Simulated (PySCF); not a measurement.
BClGeH3O (calculated)

Calculation on a computer-drawn molecule: the log of a Hartree-Fock and frozen-core CCSD(T) single point meant for a local Hartree-Fock minimum, with one planted fault or none, to be diagnosed. Offsets are logged minus clean, where the clean run is the same molecule without the fault. The reference is restricted for singlets and unrestricted otherwise, and also for a bond in bohr or an excited solution. Adding or removing an electron swaps singlet and doublet. The excited solution moves the top pair (singlet) or top alpha electron (doublet) to the lowest empty orbital. Highest occupied and lowest empty are orbital energies over both spins, largest force is the largest gradient component, triples share is (T) over the correlation energy, the T1 limit is 0.02 restricted and 0.045 unrestricted, electrons count all cores, a negative frequency is imaginary (commonest isotopes), and the dipole is about the centre of nuclear charge; on germanium a core potential holds 10 electrons, which the energies leave out, and 3d is frozen in MP2 and coupled-cluster steps. Program: PySCF 2.14.0.

Entry: BClGeH3O

Logged structure:
```xyz
7
BClGeH3O
O      0.2195    -2.5243     0.3336
Ge     0.2292    -0.8654     0.9029
B     -0.5980    -0.1294    -0.9475
Cl    -1.2210     0.3461    -2.3671
H      0.5352    -3.2166     0.9026
H      1.5993    -0.2344     1.0274
H     -0.7920    -0.5450     1.9729
```

* meant charge: 1
* meant multiplicity: 1
* meant basis: cc-pV(D+d)Z
* meant basis and core potential on germanium: cc-pVDZ-PP ECP10MDF
* logged electrons: 64
* logged basis functions: 89
* logged SCF converged: yes
* logged spin squared: 2.0205
* logged highest occupied: -14.039 eV
* logged lowest empty: -8.594 eV
* logged largest force: 0.042852 hartree/bohr
* logged T1 diagnostic: 0.030905
* logged D1 diagnostic: 0.17211
* logged triples share: 0.029083
* logged CC converged: yes
* logged dipole magnitude: 3.3401 debye
* logged SCF stable within its kind: yes
* logged energy HF: -853.76376 hartree
* logged energy CCSD(T): -854.27929 hartree
* possible faults: no fault, one electron removed, one electron added, multiplicity raised by two, geometry at a saddle point, SCF held on an excited solution, minimal basis STO-3G, one bond length entered in bohr, all coordinates scaled
* planted fault: multiplicity raised by two
* HF energy offset from clean run: 103 kcal/mol
* CCSD(T) energy offset from clean run: 114 kcal/mol

Drawn bonds:
```
atom  other atom  order
   1           2      1
   2           3      1
   3           4      1
   1           5      1
   2           6      1
   2           7      1
```
